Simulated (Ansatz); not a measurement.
Ideal-gas functions of `COB(F)Cl` at 400 K and 1 bar, from an Ansatz frequency run at PBE0-D4/def2-TZVP.

Molar mass 96.3 g/mol, point group C1 (symmetry number 1), electronic degeneracy 1, moments of inertia 101.719, 146.174, 244.712 u Å². Harmonic wavenumbers (cm⁻¹, unscaled): 20, 164, 222, 369, 465, 591, 630, 1059, 1183, 1192, 1283, 1438, 1494, 1499, 1537, 3060, 3143, 3149.

Use S(trans) = R[1.5 ln M + 2.5 ln T − 1.1517]; rotational temperatures θ = 24.2544 K / I; S(rot) = R[ln(√π/σ · √(T³/θAθBθC)) + 1.5]; for each mode x = 1.438777 ν̃/T, S = R[x/(eˣ − 1) − ln(1 − e⁻ˣ)] and H = RT x/(eˣ − 1); 1 cm⁻¹ = 0.0119627 kJ/mol; R = 8.31446 J/(mol·K).

**Question.** By hand: the entropy, in J/(mol·K).

**Answer.** Translation 171.9. Rotation: θ = 0.2384, 0.1659, 0.0991 K, giving 115.0. Vibration, mode by mode: 30.20, 12.82, 10.40, 6.55, 4.94, 3.45, 3.09, 0.90, 0.63, 0.61, 0.47, 0.29, 0.25, 0.24, 0.22, 0.00, 0.00, 0.00, in all 75.1. Electronic 0.0. Sum 362.0 J/(mol·K).

**Question.** By hand: H − E and G − E in kJ/mol, counted from the electronic energy.

**Answer.** Zero-point energy ½ × 22498 × 0.0119627 = 134.6; thermal vibration 13.7; translation, rotation and pV give 4 RT = 13.3. H − E = 161.6 kJ/mol, and G − E = 161.6 − 400 × 362.0/1000 = 16.8 kJ/mol.

Vibration gives 21 % of the entropy, 30.2 J/(mol·K) of it from the mode under 150 cm⁻¹: soft modes count most, and the harmonic formula is weakest for them. The sum counts one conformer and one mirror image; others add a mixing term.
